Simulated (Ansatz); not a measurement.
Geometry optimisation, Ansatz, RHF/def2-SVP.

input.yaml

```yaml
crystal:
  periodic: [false, false, false]
  atoms:
    - { symbol: Si, position_ang: [-1.3068, 0.735, -0.7836] }
    - { symbol: Si, position_ang: [-0.1702, -0.5882, 0.5487] }
    - { symbol: C, position_ang: [1.5916, -0.3587, 0.6606] }
    - { symbol: S, position_ang: [1.5319, -1.5579, -0.5164] }
    - { symbol: H, position_ang: [-0.49, 1.8118, -1.4382] }
    - { symbol: H, position_ang: [-2.395, 1.5176, -0.0126] }
    - { symbol: H, position_ang: [-2.0283, 0.0403, -1.875] }
    - { symbol: H, position_ang: [-0.7764, -1.5825, 1.4158] }
    - { symbol: H, position_ang: [2.0917, -0.6557, 1.6467] }
    - { symbol: H, position_ang: [2.0347, 0.5871, 0.3571] }
basis:
  gaussian: { orbitals: def2-SVP }
hamiltonian:
  xc: hf
relax:
  f_tol: 0.015
  max_steps: 40
output:
  orbitals: {}
```

Command:

```bash
$ ansatz run input.yaml --threads 1 --pin off --max-ram 2048MiB --backend cpu --events-out ev --progress --plain --runs-dir out
```

Task: Where does it end, and by what steps?

Result: The forces met the threshold. After 7 steps the energy has fallen by 0.961 eV; H7 moved furthest, 0.22 Å.

| step | energy less start (eV) | largest force component (eV/Å) | accepted |
| --- | --- | --- | --- |
| 0 | 0.0000 | 5.054 | yes |
| 1 | -0.7406 | 2.428 | yes |
| 2 | -0.9180 | 0.603 | yes |
| 3 | -0.9466 | 0.175 | yes |
| 4 | -0.9590 | 0.048 | yes |
| 5 | -0.9597 | 0.054 | yes |
| 6 | -0.9604 | 0.024 | yes |
| 7 | -0.9605 | 0.004 | yes |

```xyz
10
Properties=species:S:1:pos:R:3
Si -1.402 0.791 -0.849
Si -0.101 -0.723 0.398
C 1.655 -0.292 0.804
S 1.580 -1.560 -0.569
H -0.488 1.709 -1.568
H -2.286 1.573 0.050
H -2.240 0.051 -1.821
H -0.824 -1.575 1.361
H 2.108 -0.678 1.711
H 2.081 0.654 0.487
```

Time of the run: 19 s on 1 thread of Arm Neoverse V1, with other jobs on the host, peak memory 0.19 GiB.
